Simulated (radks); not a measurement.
Problem. Isoelectronic series with 39 electrons, all held in the configuration [Kr] 4d1 5s2, which need not be the ground one along the series. Method: Dirac Kohn-Sham, PBE, spin-unpolarised, spherical densities, finite nucleus; open shells fill j = l - 1/2 first; Fermi nuclear charge, rms radius of each element as measured or else 0.836 A^(1/3) + 0.57 fm; computed with a radial shooting solver on a logarithmic mesh with Libxc functionals. Total energies (hartree) and mean radii <r> (bohr):

| ion | E (hartree) | 5s1/2 | 4d3/2 |
|---|---|---|---|
| Zr+ | -3598.63605 | 3.298 | 2.007 |
| Nb2+ | -3819.05304 | 2.873 | 1.701 |
| Mo3+ | -4046.77342 | 2.570 | 1.506 |
| Tc4+ | -4281.81638 | 2.339 | 1.363 |
| Ru5+ | -4524.20095 | 2.154 | 1.252 |
| Rh6+ | -4773.95806 | 2.002 | 1.161 |
| Pd7+ | -5031.11589 | 1.873 | 1.086 |
| Ag8+ | -5295.70975 | 1.761 | 1.021 |
| Cd9+ | -5567.77227 | 1.664 | 0.9642 |
| In10+ | -5847.34689 | 1.579 | 0.9145 |
| Sn11+ | -6134.46961 | 1.502 | 0.8702 |
| Sb12+ | -6429.18495 | 1.434 | 0.8305 |
| I14+ | -7041.57095 | 1.315 | 0.7620 |
| Xe15+ | -7359.33688 | 1.263 | 0.7322 |

Estimate the row of Te13+.

Solution. E (hartree) -6731.53422; 5s1/2 1.372; 4d3/2 0.7947.
